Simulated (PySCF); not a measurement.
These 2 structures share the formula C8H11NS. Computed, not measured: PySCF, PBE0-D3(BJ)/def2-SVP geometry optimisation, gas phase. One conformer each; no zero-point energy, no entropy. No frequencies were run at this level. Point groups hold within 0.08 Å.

Task: Rank from lowest to highest electronic energy at this level (kJ/mol).
A. `[cH:1]1[cH:2][c:3]([N:4]2[CH2:5][CH2:6][CH2:7][CH2:8]2)[cH:9][s:10]1` with C2–C3–N4–C5 6°, C3–N4–C5–C6 168°, N4–C5–C6–C7 29°, C5–C6–C7–C8 -37°, C6–C7–C8–N4 31°
B. `[CH3:1][N:2]([CH3:3])[c:4]1[cH:5][cH:6][c:7]([SH:8])[cH:9][cH:10]1` with C6–C7–S8–H -2° (4-(dimethylamino)thiophenol)

Result: B (0.0), A (1.6).

As drawn, the lower has an S–H bond, which the higher lacks. Neighbours under 10 kJ/mol apart (CN(C)c1ccc(S)cc1 and c1cc(N2CCCC2)cs1) can change places with a better method, another conformer or zero-point energy.

```json
{"SMILES": "CN(C)c1ccc(S)cc1", "E (Eh)": "-763.46764", "E rel (kJ/mol)": "0.0", "dipole (D)": "3.09", "point group": "near Cs", "A, B, C (MHz)": "3459, 561.0, 485.9"}
{"SMILES": "c1cc(N2CCCC2)cs1", "E (Eh)": "-763.46702", "E rel (kJ/mol)": "1.6", "dipole (D)": "2.40", "point group": "C1", "A, B, C (MHz)": "3486, 637.7, 550.4"}
```

Task: As an exercise, what shares would exp(−E/RT) give at 500 K from these electronic energies alone (no entropy, no degeneracies)?

Result: RT = 4.157 kJ/mol: CN(C)c1ccc(S)cc1 59.7 %, c1cc(N2CCCC2)cs1 40.3 %.
